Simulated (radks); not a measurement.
Results of a calculation; reference values are marked as such.
Question: The mean radii <r> (bohr) of the occupied orbitals of an atom or ion are listed with their occupations. Level of theory: Dirac Kohn-Sham, PBE, spin-unpolarised, spherical densities, finite nucleus; Fermi nuclear charge, rms radius of each element as measured or else 0.836 A^(1/3) + 0.57 fm (a radial shooting solver on a logarithmic mesh with Libxc functionals).

orbital     occ.      <r>
1s1/2          2  0.02191
2s1/2          2  0.09276
2p1/2          2  0.07747
2p3/2          4  0.08431
3s1/2          2   0.2440
3p1/2          2   0.2337
3p3/2          4   0.2467
3d3/2          4   0.2188
3d5/2          6   0.2229
4s1/2          2   0.5506
4p1/2          2   0.5618
4p3/2          4   0.5905
4d3/2          4   0.6224
4d5/2          6   0.6323
5s1/2          2    1.269
5p1/2          2    1.386
5p3/2          4    1.460
4f5/2    2.14286   0.7624
4f7/2    2.85714   0.7694
6s1/2          2    2.873

Name the element and its charge. Open shells, if any, are shared by 2j + 1.

Answer: Z = 64, gadolinium, charge +3: Gd3+ in [Xe] 4f5 6s2. The 1s radius gives Z: for a bare nucleus <r> = (2 gamma + 1)/(2Z) with gamma = sqrt(1 - (Z/c)^2), 0.02163 bohr for Z = 64, and screening makes it slightly larger (0.02191 here). The occupations add up to 61, and the charge is Z minus that.
